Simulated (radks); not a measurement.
Results of a calculation; reference values are marked as such.
Task: Radial electron density D(r) = 4 pi r^2 rho(r) of an atom or ion with 9 electrons. Code: a radial shooting solver on a logarithmic mesh with Libxc functionals. Model: non-relativistic Kohn-Sham, LDA (Slater exchange, Perdew-Wang correlation), spin-unpolarised, spherical densities, point nucleus.

r (bohr)  D(r) (e/bohr)
0.01779           1.283
0.02191           1.807
0.02719           2.532
0.03347           3.431
0.04155           4.576
0.05115           5.847
0.06298           7.187
0.07816           8.470
0.09623           9.358
0.1194            9.648
0.1471            9.148
0.1811            7.933
0.2247            6.277
0.2767            4.877
0.3406            4.199
0.4228            4.444
0.5205            5.265
0.646             6.028
0.7954            6.087
0.9792            5.313
1.215             3.920
1.496             2.491
1.842             1.344
2.287            0.5888
2.815            0.2184
3.494           0.06134
4.302           0.01364

What is the nuclear charge?

Result: Z = 9. The innermost maximum, from 1s, lies near 1/Z = 0.111 bohr (found: 0.117), and its height grows with Z. The density is that of neutral fluorine in [He] 2s2 2p5; the configuration itself is not fixed sharply by these data. D(r) has 2 maxima, at r = 0.117, 0.728 bohr, and minima at 0.357 bohr, inside which lie 2.21 electrons.
